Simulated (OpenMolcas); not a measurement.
Systems:
- [Ir(NH3)6]3+, a model complex in vacuum: octahedral, Ir–NH3 2.06 Å; shape imposed, not necessarily the one it adopts

Coordinates (Å) for ANO-RCC-VDZP on Ir, N and ANO-RCC-VDZ on H:

```xyz
25

Ir     0.0000     0.0000     0.0000
N      2.0640     0.0000     0.0000
H      2.4625     0.9389     0.0000
H      2.4625    -0.4695     0.8131
H      2.4625    -0.4694    -0.8131
N     -2.0640     0.0000     0.0000
H     -2.4625     0.9389     0.0000
H     -2.4625    -0.4695    -0.8131
H     -2.4625    -0.4694     0.8131
N      0.0000     2.0640     0.0000
H      0.0000     2.4625     0.9389
H      0.8131     2.4625    -0.4695
H     -0.8131     2.4625    -0.4694
N      0.0000    -2.0640     0.0000
H      0.0000    -2.4625     0.9389
H     -0.8131    -2.4625    -0.4695
H      0.8131    -2.4625    -0.4694
N      0.0000     0.0000     2.0640
H      0.9389     0.0000     2.4625
H     -0.4695     0.8131     2.4625
H     -0.4694    -0.8131     2.4625
N      0.0000     0.0000    -2.0640
H      0.9389     0.0000    -2.4625
H     -0.4695    -0.8131    -2.4625
H     -0.4694     0.8131    -2.4625
```

Method: state-averaged CASSCF on the open d shell, ANO basis sets as named, scalar-relativistic DKH2 or scalar-relativistic X2C, RICD, in OpenMolcas. State energies are spin-free and vertical. Orbital splittings and repulsion parameters are fits to the integrals of the highest spin's CASSCF orbitals. Times are rough, from shared cores.

```tsv
case	ground state	first state of the same spin (cm⁻¹)	first state of another spin (cm⁻¹)	d-orbital splitting (cm⁻¹)	Racah B (cm⁻¹)	basis functions	relative time
ANO-RCC-VDZP on Ir, N and ANO-RCC-VDZ on H	singlet (1A1 parentage)	singlet (1T1 parentage) 38930	triplet (3T1 parentage) 33720	43760	689	179	5
ANO-RCC-MB	singlet (1A1 parentage)	singlet (1T1 parentage) 41590	triplet (3T1 parentage) 36660	48390	664	91	1
ANO-RCC-VDZ	singlet (1A1 parentage)	singlet (1T1 parentage) 38570	triplet (3T1 parentage) 33210	43150	703	142	3
ANO-R1	singlet (1A1 parentage)	singlet (1T1 parentage) 38770	triplet (3T1 parentage) 33600	43890	683	230	20
```

Ligand-to-metal charge-transfer configurations lie outside the minimal active space. All energies are vertical, at one fixed geometry that need not be a minimum. Bonding is strongly covalent in ANO-RCC-VDZP on Ir, N and ANO-RCC-VDZ on H: one active orbital has only 71 % metal character (Löwdin). CASSCF on this space leaves out dynamic correlation. A perturbation step moves a level of ANO-RCC-VDZP on Ir, N and ANO-RCC-VDZ on H by 2.4 eV (SC-NEVPT2), 2.0 eV (XMS-CASPT2 (IPEA 0.25)) from CASSCF, too much for a small correction, so neither level is settled. Bonding is strongly covalent in ANO-RCC-MB: one active orbital has only 66 % metal character (Löwdin). A perturbation step moves a level of ANO-RCC-MB by 1.4 eV (SC-NEVPT2), 1.4 eV (XMS-CASPT2 (IPEA 0.25)) from CASSCF, too much for a small correction, so neither level is settled. Bonding is strongly covalent in ANO-RCC-VDZ: one active orbital has only 73 % metal character (Löwdin). A perturbation step moves a level of ANO-RCC-VDZ by 2.0 eV (SC-NEVPT2), 1.8 eV (XMS-CASPT2 (IPEA 0.25)) from CASSCF, too much for a small correction, so neither level is settled. Bonding is strongly covalent in ANO-R1: one active orbital has only 69 % metal character (Löwdin). A perturbation step moves a level of ANO-R1 by 2.4 eV (SC-NEVPT2), 2.0 eV (XMS-CASPT2 (IPEA 0.25)) from CASSCF, too much for a small correction, so neither level is settled.
